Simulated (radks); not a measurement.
The numbers below are computed, except where a source is named.
The mean radii <r> (bohr) of the occupied orbitals of an atom or ion are listed with their occupations. Level of theory: scalar-relativistic Kohn-Sham, LDA (Slater exchange, Perdew-Wang correlation), spin-polarised, spherical densities, finite nucleus; Fermi nuclear charge, rms radius of each element as measured or else 0.836 A^(1/3) + 0.57 fm (a radial shooting solver on a logarithmic mesh with Libxc functionals).

orbital  occ.      <r>
1s up       1  0.04867
1s down     1  0.04867
2s up       1   0.2182
2s down     1   0.2182
2p up       3   0.1909
2p down     3   0.1909
3s up       1   0.6532
3s down     1   0.6531
3p up       3   0.6800
3p down     3   0.6800
3d up       5   0.8087
3d down     5   0.8084
4s up       1    2.234
4s down     1    2.226
5s up       1    7.076

Name the element and its charge. Open shells, if any, are filled with parallel spins first.

Answer. Z = 31, gallium, charge 0: Ga in [Ar] 3d10 4s2 5s1. The 1s radius gives Z: for a bare nucleus <r> = (2 gamma + 1)/(2Z) with gamma = sqrt(1 - (Z/c)^2), 0.04755 bohr for Z = 31, and screening makes it slightly larger (0.04867 here). The occupations add up to 31, and the charge is Z minus that.
